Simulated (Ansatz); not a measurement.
Ansatz (an electronic-structure program) input (B3LYP/def2-TZVPD):

Ansatz 0.2 input:
```yaml
crystal:
  periodic: [false, false, false]
  atoms:
    - {symbol: C, position_ang: [1.55095767, -0.79262185, 0.50749670]}
    - {symbol: Si, position_ang: [-0.01993062, 0.03585562, -0.21982518]}
    - {symbol: C, position_ang: [-1.45429964, -0.74559010, 0.78764202]}
    - {symbol: O, position_ang: [-0.16519283, -0.04270256, -1.76493615]}
    - {symbol: O, position_ang: [0.06263208, 1.63131269, 0.39801500]}
    - {symbol: H, position_ang: [1.56898082, -1.86125342, 0.27059042]}
    - {symbol: H, position_ang: [2.44461600, -0.34082717, 0.06632611]}
    - {symbol: H, position_ang: [1.62613826, -0.69273896, 1.59795877]}
    - {symbol: H, position_ang: [-2.39963673, -0.26501547, 0.51789966]}
    - {symbol: H, position_ang: [-1.54893210, -1.81245863, 0.56123731]}
    - {symbol: H, position_ang: [-1.32354815, -0.64657689, 1.87292385]}
    - {symbol: H, position_ang: [0.15194842, 1.63728256, 1.35515333]}
basis:
  gaussian:
    orbitals: def2-TZVPD
hamiltonian:
  xc: {name: B3LYP}
total_charge: -1
output: {forces: true}
```

End of the output:

```
reference -14167.74907606 eV, -520.6551753000 hartree; 25, 25 occupied and 235, 235 virtual orbitals, 1362 factors
Total energy: -14167.74907606 eV, -520.6551753000 hartree
Atom 0 at     1.550958    -0.792622     0.507497 Å, force     0.037107    -0.011964    -0.015000 eV/Å
Atom 1 at    -0.019931     0.035856    -0.219825 Å, force     0.016234    -0.062868     0.184703 eV/Å
Atom 2 at    -1.454300    -0.745590     0.787642 Å, force    -0.039592    -0.010764    -0.007850 eV/Å
Atom 3 at    -0.165193    -0.042703    -1.764936 Å, force    -0.015953     0.006359    -0.172205 eV/Å
Atom 4 at     0.062632     1.631313     0.398015 Å, force     0.000930     0.053522     0.000993 eV/Å
Atom 5 at     1.568981    -1.861253     0.270590 Å, force     0.006256    -0.010150    -0.003142 eV/Å
Atom 6 at     2.444616    -0.340827     0.066326 Å, force     0.017220    -0.002906    -0.002710 eV/Å
Atom 7 at     1.626138    -0.692739     1.597959 Å, force     0.002984     0.000095     0.000082 eV/Å
Atom 8 at    -2.399637    -0.265015     0.517900 Å, force    -0.017506    -0.002363     0.000527 eV/Å
Atom 9 at    -1.548932    -1.812459     0.561237 Å, force    -0.007041    -0.009942    -0.001902 eV/Å
Atom 10 at    -1.323548    -0.646577     1.872924 Å, force    -0.002913     0.000187     0.000632 eV/Å
Atom 11 at     0.151948     1.637283     1.355153 Å, force     0.002275     0.050793     0.015873 eV/Å
Dipole moment:     0.104835    -0.149714     1.149751 e Å
```

It need not be the lowest isomer of its formula. Whether it binds its extra electron was not tested at this geometry.
